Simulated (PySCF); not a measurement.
Rigid-rotor lines calculated for a species of formula C7H9N (commonest isotopes; PBE0-D3(BJ)/def2-SVP geometry optimisation, gas phase in PySCF 2.14.0), labelled J(Ka,Kc):

```json
{"transition": "1(1,1) ← 0(0,0)", "MHz": "5910.5"}
{"transition": "2(1,2) ← 1(1,1)", "MHz": "5202.1"}
{"transition": "2(1,1) ← 1(1,0)", "MHz": "5705.3"}
{"transition": "1(0,1) ← 0(0,0)", "MHz": "2726.9"}
{"transition": "2(0,2) ← 1(0,1)", "MHz": "5439.4"}
```

(1) Find the rotational constants.

(2) What moments of inertia, asymmetry and inertial defect follow?

(3) Which dipole components do these lines need?

(4) Predict further lines from these constants: 3(1,3) ← 2(1,2); 1(1,1) ← 1(0,1); 3(2,2) ← 2(2,1); 3(2,1) ← 2(1,1); 3(1,3) ← 3(0,3); 4(4,1) ← 4(3,2); 1(1,0) ← 1(0,1); 4(3,1) ← 3(3,0); 4(4,0) ← 3(3,0); 4(2,2) ← 4(1,3); 4(1,3) ← 4(0,4); 3(1,2) ← 3(1,3); 4(3,2) ← 3(3,1); 4(1,3) ← 3(2,2); 4(1,4) ← 4(0,4); 3(3,1) ← 2(2,1); 4(2,2) ← 3(1,2).

(5) Which structure gave them?

Answers

(1) 1(0,1) ← 0(0,0) is B + C, 2(1,1) ← 1(1,0) is 3B + C and 2(1,2) ← 1(1,1) is B + 3C, so B − C is half the difference of the last two, 251.6 MHz. 1(1,1) ← 0(0,0) is A + C. A = 4672.9, B = 1489.2, C = 1237.6 MHz.

(2) I = 505379 MHz·u·Å² over each constant: Ia = 108.15, Ib = 339.35, Ic = 408.35 u·Å²; κ = (2B − A − C)/(A − C) = -0.854 (asymmetric top); Δ = Ic − Ia − Ib = -39.15 u·Å².

(3) μa and μb (a-type: ΔKa even, ΔKc odd; b-type: both odd). The calculation gives |μa| = 1.58 D, |μb| = 1.81 D, |μc| = 0.24 D.

(4) 
```json
{"transition": "3(1,2) ← 3(1,3)", "MHz": "1509", "type": "a", "branch": "Q"}
{"transition": "4(1,3) ← 3(2,2)", "MHz": "2198", "type": "b", "branch": "R"}
{"transition": "4(1,4) ← 4(0,4)", "MHz": "2227", "type": "c", "branch": "Q"}
{"transition": "3(1,3) ← 3(0,3)", "MHz": "2617", "type": "c", "branch": "Q"}
{"transition": "1(1,1) ← 1(0,1)", "MHz": "3184", "type": "c", "branch": "Q"}
{"transition": "1(1,0) ← 1(0,1)", "MHz": "3435", "type": "b", "branch": "Q"}
{"transition": "4(1,3) ← 4(0,4)", "MHz": "4740", "type": "b", "branch": "Q"}
{"transition": "3(1,3) ← 2(1,2)", "MHz": "7794", "type": "a", "branch": "R"}
{"transition": "3(2,2) ← 2(2,1)", "MHz": "8181", "type": "a", "branch": "R"}
{"transition": "4(2,2) ← 4(1,3)", "MHz": "8910", "type": "b", "branch": "Q"}
{"transition": "4(3,2) ← 3(3,1)", "MHz": "10935", "type": "a", "branch": "R"}
{"transition": "4(3,1) ← 3(3,0)", "MHz": "10938", "type": "a", "branch": "R"}
{"transition": "3(2,1) ← 2(1,1)", "MHz": "17803", "type": "c", "branch": "R"}
{"transition": "4(2,2) ← 3(1,2)", "MHz": "20291", "type": "c", "branch": "R"}
{"transition": "4(4,1) ← 4(3,2)", "MHz": "23141", "type": "b", "branch": "Q"}
{"transition": "3(3,1) ← 2(2,1)", "MHz": "24736", "type": "c", "branch": "R"}
{"transition": "4(4,0) ← 3(3,0)", "MHz": "34075", "type": "c", "branch": "R"}
```

(5) `CCc1cccnc1`, point group C1. Three constants can't fix a structure by themselves; this is the one that was computed:
```
atom  x, y, z in Å
C1    -2.360    0.462    0.244
C2    -1.313    0.011   -0.771
C3     0.047   -0.172   -0.158
C4     0.903    0.907    0.080
C5     2.132    0.683    0.691
C6     2.468   -0.622    1.049
N7     1.670   -1.663    0.832
C8     0.500   -1.434    0.246
H9    -3.347    0.584   -0.229
H10   -2.461   -0.273    1.058
H11   -2.082    1.424    0.702
H12   -1.249    0.749   -1.588
H13   -1.632   -0.937   -1.235
H14    0.607    1.918   -0.218
H15    2.824    1.506    0.886
H16    3.429   -0.833    1.534
H17   -0.136   -2.312    0.071
```

The values belong to one conformer (point group C1) with, in the numbering `[CH3:1][CH2:2][c:3]1[cH:4][cH:5][cH:6][n:7][cH:8]1`, C1–C2–C3–C4 -81°. PBE0-D3(BJ)/def2-SVP frequencies: not computed here. These are rigid-rotor constants of the computed structure; measured ground-state constants (B0) also hold zero-point vibration. A rigid rotor knows nothing of internal rotation, which can split or shift real lines. Quadrupole hyperfine structure (14N) is left out.
